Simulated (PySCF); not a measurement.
Assigning NMR signals

Bonds: C1-C2 1.503 Å, C2-N3 1.254 Å, C2-C4 1.513 Å, C4-O5 1.421 Å, O5-C6 1.321 Å, C6-O7 1.196 Å. C1 carries H8, H9, H10; N3 carries H11; C4 carries H12, H13; C6 carries H14.

PySCF 2.14.0 with density-fitted response routines calculation with GIAO PBE0/pcSseg-1 shieldings and coordinates at the GFN2-xTB level; non-relativistic Hamiltonian, in vacuum, equivalent nuclei averaged, one computed conformer.

Referencing at the same level of theory: 13C and 1H against TMS.

**Question.** Assign these signals to the numbered atoms. 13C{1H} NMR (computed): δ 175.0 (C), 166.0 (CH), 69.5 (CH2), 26.7 (CH3).

**Answer.** 
175.0 → C2, carbon bonded to 2 C, N
166.0 → C6, carbon bonded to 2 O, H
69.5 → C4, carbon bonded to C, O, 2 H
26.7 → C1, carbon bonded to C, 3 H

**Question.** Assign these signals to the numbered atoms. 1H NMR (400 MHz, computed): δ 10.63 (br s, 1H), 8.15 (s, 1H), 4.67 (s, 2H), 1.91 (s, 3H).

**Answer.** 
| δ (ppm) | atoms | environment | reason |
| --- | --- | --- | --- |
| 10.63 | H11 | hydrogen on a nitrogen bonded to C | – |
| 8.15 | H14 | hydrogen on a carbon bonded to 2 O | – |
| 4.67 | H12/H13 | hydrogen on a carbon bonded to C, O | – |
| 1.91 | H8/H9/H10 | hydrogen on a carbon bonded to C | – |

The OH or NH signal is concentration- and solvent-dependent in practice; the value given is the gas-phase one. Shifts are as computed. Against solution values, carbons near 30 ppm lie about +3 ppm off and those near 130 ppm about +5 ppm. Of 1211 compounds with measured shifts, 218 miss one by over three times the rms of a fit or turn the order of signals round; such compounds aren't used in these exercises. Multiplicities follow the n + 1 count of equivalent neighbours, as no J values were calculated; m marks all less simple cases, F and P coupling included.
